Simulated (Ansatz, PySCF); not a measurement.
System: BNH2Cl2, charge 0, singlet. BNH2Cl2 (SMILES ClB(N)Cl).
B3LYP-D3(BJ)/def2-TZVP minimum from Ansatz (an electronic-structure program):
```xyz
6

B     -0.2288     0.1854    -0.1886
Cl     1.3758    -0.1808    -0.8411
Cl    -0.6659    -0.3943     1.4262
N     -1.1353     0.9198    -0.9357
H     -2.0551     1.1464    -0.5970
H     -0.9212     1.2649    -1.8561
```
Charge 0, spin multiplicity 1.

Atomisation energy term by term, kcal/mol (programs: Ansatz). UHF or UKS for unpaired electrons; spin-orbit terms are left out. Cores are frozen in correlated methods. Rows without X2C or -DK are non-relativistic. CBS(X,Y): correlation extrapolated as X^-3, Hartree-Fock from the larger set (Q,5: extrapolated as (X+1)exp(-9√X)). A bracket is a step between two methods taken in the basis named. '+ core + X2C': CCSD(T) terms for core correlation (cc-pwCVTZ, 1s frozen past Ne) and scalar relativity (cc-pVTZ-DK). For partners of very few electrons the exact lower level stands in for a higher one.

| term | basis | kcal/mol |
|---|---|---|
| Hartree-Fock | CBS(cc-pV(Q+d)Z,cc-pV(5+d)Z) | 382.92 |
| CCSD correlation | CBS(cc-pV(Q+d)Z,cc-pV(5+d)Z) | 131.49 |
| (T) | CBS(cc-pV(Q+d)Z,cc-pV(5+d)Z) | 11.49 |
| CCSDT(Q) - CCSD(T) | cc-pV(D+d)Z | 0.45 |
| core correlation | cc-pwCVTZ | 2.52 |
| scalar relativity | X2C, cc-pVTZ-DK | -0.84 |
| minus zero-point energy | Hessian by PySCF at B3LYP-D3(BJ)/def2-TZVP | -21.23 |
| sum: D0 |  | 506.8 |
